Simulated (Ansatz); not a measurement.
This geometry of ClH + H6SiSn (10 atoms, charge 0, multiplicity 1) is a first-order saddle point.

All numbers below come from RKS B3LYP-D4/def2-SVP (Ansatz).

```xyz
10
Properties=species:S:1:pos:R:3
Sn -0.795 1.077 -0.570
Si 0.504 -1.371 0.363
H -0.079 1.960 -1.841
H -1.798 1.865 0.562
H -1.700 -0.235 -1.280
H 0.808 0.357 0.591
Cl 1.423 1.892 1.010
H 1.654 -1.712 1.250
H 0.740 -1.902 -1.009
H -0.757 -1.931 0.924
```

(1) Which two structures does it join? (They come from a converged band through this point; their orientation in space is the band's.)

(2) How far does it lie above each of them?

Results:

(1) Bonds broken: Sn1–Si2, H6–Cl7. Bonds formed: Sn1–Cl7, Si2–H6. ClH + H6SiSn becomes ClH3Sn + H4Si.

Initial state:

```xyz
10
Properties=species:S:1:pos:R:3
Sn -1.102 0.649 -0.771
Si 0.168 -1.429 0.107
H -0.091 1.623 -1.757
H -1.721 1.584 0.528
H -2.430 0.107 -1.727
H 2.009 0.875 1.478
Cl 1.868 2.142 1.264
H 1.274 -1.027 1.032
H 0.775 -2.196 -1.019
H -0.749 -2.329 0.866
```

Final state:

```xyz
10
Properties=species:S:1:pos:R:3
Sn -1.042 1.859 -0.772
Si 0.894 -1.906 0.680
H -0.921 2.586 -2.319
H -2.395 2.419 0.117
H -0.980 0.149 -0.854
H 1.297 -0.524 1.055
Cl 0.886 2.537 0.440
H 1.767 -2.898 1.370
H 1.019 -2.082 -0.796
H -0.525 -2.140 1.078
```

(2) 37.3 kcal/mol above the first and 51.7 kcal/mol above the second. This is the barrier of this one path; another mechanism may lie lower. The orbitals stay closed-shell, which can raise the energy where a bond breaks towards radicals; this wasn't checked here.

Time of the run: 14 min on 2 threads of AMD EPYC 7571, on a shared host, peak memory 0.26 GiB.
